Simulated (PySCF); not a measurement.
Name the molecule from its bond curve

A diatomic of charge +1 contains Na. Its singlet curve at M06 in a double-zeta basis (no relativity, PySCF), in eV from the separated fragments:

```tsv
R (Å)	E (eV)
2.571	-0.296
2.691	-0.377
2.811	-0.425
2.900	-0.445
2.990	-0.455
3.080	-0.457
3.199	-0.450
3.349	-0.431
3.528	-0.398
3.767	-0.347
```

The fit gives ωe = 185 cm⁻¹ and the rotational constant Bₑ = 0.2784 cm⁻¹.

**Question.** Which atom is the partner?

**Answer.** The minimum lies at 3.058 Å, so the reduced mass is 16.8576 u Å² cm⁻¹/(Bₑ·Re²) = 6.475 u. With Na at 22.99 u the partner weighs about 9.0 u: Be. The molecule is NaBe⁺.

Closed-shell solutions of metal pairs were not tested for spin polarisation, which can lower them a little.
